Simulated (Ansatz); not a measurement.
Computed with Ansatz on PBE0-D4/def2-TZVP structures; ΔE is electronic, products minus reactants. CBS: MP2 limit from def2 TZ/QZ plus the TZ coupled-cluster correction, frozen cores. This one scheme is used for every species, atoms too. DFT in def2-TZVPP. B3LYP here is the variant with VWN-RPA as its local correlation; programs differ in this. HSE06 is defined as in plane-wave codes. Open shells (•) are unrestricted, without spin–orbit coupling. Spin–orbit coupling would lower the free atoms: a little for F. One conformer a species, not always the lowest.

`N[Si](O)(F)F` → F• + `N[Si](O)F`•  (homolysis of the F–Si bond)

| level | ΔE (kcal/mol) | difference from CCSD(T)/CBS |
| --- | --- | --- |
| LDA (SPW92) | 183.8 | 15.7 |
| revPBE-D4 | 156.4 | -11.7 |
| B97M-V | 164.9 | -3.2 |
| B3LYP-D4 | 161.2 | -6.9 |
| r2SCANh-D4 | 160.5 | -7.6 |
| ωB97X-V | 165.0 | -3.1 |
| revPBE | 153.9 | -14.2 |
| B3LYP | 160.0 | -8.1 |
| r2SCAN0 | 158.7 | -9.4 |
| HSE06 | 159.4 | -8.7 |
| RPA@PBE/def2-TZVPP | 152.5 | -15.6 |
| CCSD(T)/def2-SVP | 155.1 | -13.0 |
| HF/def2-QZVPP | 130.2 | -37.9 |
| SCS-MP2/def2-QZVPP | 170.4 | 2.3 |
| HF/CBS(def2) | 130.3 | -37.8 |
| CCSD/CBS(def2) | 166.4 | -1.7 |
| CCSD(T)/CBS | 168.1 | 0 |

Largest T1 diagnostic among the species: 0.014.

In def2-TZVPP, CCSD(T) changes the Hartree–Fock value by +34.1 kcal/mol (the triples alone add +1.7 kcal/mol) and MP2 by +41.1 kcal/mol; breaking electron pairs costs correlation energy, which Hartree–Fock lacks. At CCSD(T), def2-SVP lies −13.0 kcal/mol from the extrapolated value and def2-TZVPP −4.1 kcal/mol: correlation converges slowly with the basis, and small sets miss more of it in the bonded molecule than in its fragments. From BLYP to BHLYP (50 % exact exchange), in def2-TZVPP and without D4, ΔE moves by −1.0 kcal/mol: exact exchange takes away binding that semilocal exchange gives to molecules.

CCSD(T)/CBS has its own doubt, a few kJ/mol and more with outer-core shells, so smaller differences from it don't rank the levels.
